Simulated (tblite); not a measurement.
C3H11AsSSi2.
Numbering: `[CH2:1]=[CH:2][Si@@:3]([SiH3:4])([AsH2:5])[S:6][CH3:7]` (hydrogens: H8, H9 on C1; H10 on C2; H11, H12, H13 on Si4; H14, H15 on As5; H16, H17, H18 on C7)

Cartesian coordinates in Å at the GFN2-xTB level; atoms count from 1:
```xyz
18
C3H11AsSSi2 angstrom
C      0.0189    2.3245    1.4170
C      0.4527    1.1513    0.9867
Si    -0.3892    0.1886   -0.4209
Si    -1.1751   -1.8603    0.4380
As    -1.9189    1.6452   -1.4575
S      1.1633   -0.1905   -1.9170
C      2.4156   -1.0167   -0.8982
H      0.4865    2.8677    2.2241
H     -0.8446    2.8012    0.9655
H      1.3165    0.7094    1.4700
H     -2.5521   -2.0903   -0.0100
H     -0.3829   -3.0221    0.0201
H     -1.1768   -1.8526    1.9047
H     -2.8990    1.3591   -0.3480
H     -2.5195    0.5241   -2.2448
H      2.8850   -0.2903   -0.2423
H      1.9565   -1.8137   -0.3207
H      3.1544   -1.4282   -1.5784
```

Computed with GFN2-xTB (tblite): harmonic, unscaled wavenumbers at the GFN2-xTB geometry, gas phase. The method is semi-empirical: single wavenumbers can be off by several per cent or more. Modes of hydrogen on arsenic and silicon can be 10 to 20 % off. One conformer, not necessarily the lowest. The optimisation stopped once no atom felt more than 0.01 eV/Å.

Lowest wavenumbers of the output (negative numbers stand for imaginary wavenumbers):
```
mode    cm-1
  1     -28.0
  2      39.2
  3      58.7
  4      75.9
  5      88.5
  6     106.7
  7     109.2
  8     129.7
  9     136.6
 10     151.9
 11     178.6
 12     293.2
 13     321.5
 14     412.3
 15     431.2
```

Task: Is this structure a minimum?

Result: Not by this Hessian. 1 mode is imaginary beyond 20i (28i cm⁻¹), so at this level the point lies at or near a first-order saddle. The curvature is small, so loose convergence or finite differences may be the whole cause.

Task: Which atoms move in the imaginary mode?

Result: 28i: H13 (Si–H hydrogen) 32 %, H11 (Si–H hydrogen) 27 %, H12 (Si–H hydrogen) 27 %. These are shares of the mass-weighted motion.

Task: What is the remedy?

Result: Step along that mode in both directions, optimise again with tighter thresholds and repeat the frequencies. The zero-point energy of this point (74.5 kcal/mol) counts the 47 real modes alone, and thermal corrections from it aren't those of a minimum.

Hardware: one thread, Intel Xeon at 2.70 GHz (x86_64), shared host. Cost: 1.3 s. This covers the Hessian and the dipole derivatives.
